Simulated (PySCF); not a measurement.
**Shifts of the heteroatoms**

Bonds (- single, = double, # triple, : aromatic): C1=C2, C2-Si3, Si3-Si4, Si4-Si5, Si5-Si6, Si6-C7, Si6-Si3. C1 carries H8, H9; C2 carries H10; Si3 carries H11; Si4 carries H12, H13; Si5 carries H14, H15; Si6 carries H16; C7 carries H17, H18, H19. Stereochemistry as in C=C[Si@@H]1[SiH2][SiH2][Si@@H]1C. H13, H15 are cis to C2 on the ring; H8 is cis to Si3; H12, H14 are trans to C2 on the ring; H9 is trans to Si3.

Calculated, not measured (PySCF 2.14.0 with density-fitted response routines): geometry from GFN2-xTB, shieldings: GIAO PBE0/pcSseg-1. Relativity neglected, one averaged value for each set of equivalent atoms, a single conformation, no solvent.

Problem. What are the 29Si shifts?

Solution. 
| atoms | environment | σ (ppm) | δ (ppm) |
| --- | --- | --- | --- |
| Si6 | silicon bonded to C, 2 Si, H, in a 4-membered ring | 394.0 | -43.9 |
| Si3 | silicon bonded to C, 2 Si, H, in a 4-membered ring | 397.0 | -46.4 |
| Si5 | silicon bonded to 2 Si, 2 H, in a 4-membered ring | 445.9 | -86.5 |
| Si4 | silicon bonded to 2 Si, 2 H, in a 4-membered ring | 445.9 | -86.5 |

Shieldings were converted by a linear fit to measured shifts: 29Si: δ = 279.94 − 0.822σ (rms 8.9 ppm, 72 shifts, 25.8 ppm with the 6 outliers that the fit left out vs TMS, solution or neat liquid). A few per cent of atoms miss by over 2 rms, more outside the fitted compound classes.

On a 300 MHz spectrometer 29Si resonates near 59.6 MHz, so 1 ppm is 59.6 Hz.
